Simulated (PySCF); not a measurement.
C8H5N5, SMILES C1=CC2=CC=NC3=NC=NC(=N1)N23. Heavy atoms are numbered as in [CH:1]1=[CH:2][C:3]2=[CH:4][CH:5]=[N:6][C:7]3=[N:8][CH:9]=[N:10][C:11](=[N:12]1)[N:13]23. Hydrogens are named by the atom that carries them.

Coordinates come from a PBE-D3(BJ)/def2-SVP optimisation.

Computed with PySCF with B3LYP/pcSseg-1.

GIAO shieldings, no solvent; atoms alike by connectivity are averaged. δ = σ(ref) − σ: ¹³C against TMS (σ = 181.3 ppm); ¹⁵N against NH3 (σ = 265.5 ppm); ¹H against TMS (σ = 31.68 ppm), references at their B3LYP-D3(BJ)/def2-TZVP geometries, non-relativistic.

```json
[
 {"nucleus": "¹³C", "atoms": "C9 (CH)", "count": "1", "δ (ppm)": "182.5"},
 {"nucleus": "¹³C", "atoms": "C1 (CH)", "count": "2", "δ (ppm)": "173.1"},
 {"nucleus": "¹³C", "atoms": "C7", "count": "2", "δ (ppm)": "170.9"},
 {"nucleus": "¹³C", "atoms": "C3", "count": "1", "δ (ppm)": "167.5"},
 {"nucleus": "¹³C", "atoms": "C2 (CH)", "count": "2", "δ (ppm)": "113.0"},
 {"nucleus": "¹⁵N", "atoms": "N6", "count": "2", "δ (ppm)": "300.9"},
 {"nucleus": "¹⁵N", "atoms": "N8", "count": "2", "δ (ppm)": "284.2"},
 {"nucleus": "¹⁵N", "atoms": "N13", "count": "1", "δ (ppm)": "234.8"},
 {"nucleus": "¹H", "atoms": "H on C9", "count": "1", "δ (ppm)": "7.90"},
 {"nucleus": "¹H", "atoms": "H on C1", "count": "2", "δ (ppm)": "7.63"},
 {"nucleus": "¹H", "atoms": "H on C2", "count": "2", "δ (ppm)": "5.39"}
]
```
